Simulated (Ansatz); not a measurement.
`C[Si](C)(F)[GaH2]` + HBr → `C[Si](C)(F)Br` + `[GaH3]`  (cleavage of the Si–Ga bond)

Isolated molecules relaxed with PBE0-D4/def2-TZVP in Ansatz; ΔE leaves out vibrations. CBS: MP2 limit from def2 TZ/QZ plus the TZ coupled-cluster correction, frozen cores. Functionals use def2-TZVPP. B3LYP here is the variant with VWN-RPA as its local correlation; programs differ in this. For Br, Ga outer-core shells are correlated without core-valence functions, which leaves a few kJ/mol of doubt a bond. Scalar relativity is left out up to krypton.

| level | ΔE (kcal/mol) |
| --- | --- |
| PBE-D4 | -23.0 |
| B3LYP-D4 | -25.1 |
| ωB97M-V | -27.5 |
| r2SCAN | -26.7 |
| HF/def2-TZVPP | -30.1 |
| SCS-MP2/def2-TZVPP | -27.5 |
| CCSD(T)/def2-TZVPP | -25.5 |
| HF/def2-QZVPP | -30.3 |

Q: What does CCSD(T)/CBS give? (Estimate.)

A: Ansatz gave: -26.1 kcal/mol. The listed levels differ from it by 3.1, 1.0, -1.4, -0.6, -4.0, -1.4, 0.6, -4.2 kcal/mol.

Largest T1 diagnostic among the species: 0.013.

In def2-TZVPP, CCSD(T) changes the Hartree–Fock value by +4.6 kcal/mol (the triples alone add +0.3 kcal/mol) and MP2 by +2.2 kcal/mol. From PBE to PBE0 (25 % exact exchange), in def2-TZVPP and without D4, ΔE moves by −1.9 kcal/mol.
